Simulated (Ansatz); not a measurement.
Consider the formal exchange of groups at the Se–Si bond: `O[SiH]([SiH3])[SeH]` + `N[SiH2][SiH3]` → `N[SiH2][SiH2][SeH]` + `O[SiH2][SiH3]`.

Computed with Ansatz on PBE0-D4/def2-TZVP structures; ΔE is electronic, products minus reactants. CBS: MP2 limit from def2 TZ/QZ plus the TZ coupled-cluster correction, frozen cores. This one scheme is used for every species. DFT in def2-TZVPP. B3LYP here is the variant with VWN-RPA as its local correlation; programs differ in this. For Se outer-core shells are correlated without core-valence functions, which leaves a few kJ/mol of doubt a bond. Scalar relativity is left out up to krypton. Each species was taken in one conformer, which may not be the lowest.

```
             level  ΔE (kJ/mol)
            PBE-D4         11.8
            B2PLYP         10.2
               PBE         12.0
             B3LYP         10.3
     HF/def2-TZVPP          6.7
   CCSD/def2-TZVPP          9.3
CCSD(T)/def2-TZVPP         10.1
    CCSD/CBS(def2)          9.0
```

**Question.** What does CCSD(T)/CBS give? (Estimate.)

**Answer.** Ansatz gave: +9.8 kJ/mol. The listed levels differ from it by 2.0, 0.4, 2.2, 0.5, -3.1, -0.5, 0.3, -0.8 kJ/mol.

Largest T1 diagnostic among the species: 0.012.

In def2-TZVPP, CCSD(T) changes the Hartree–Fock value by +3.4 kJ/mol (the triples alone add +0.8 kJ/mol) and MP2 by +3.2 kJ/mol.
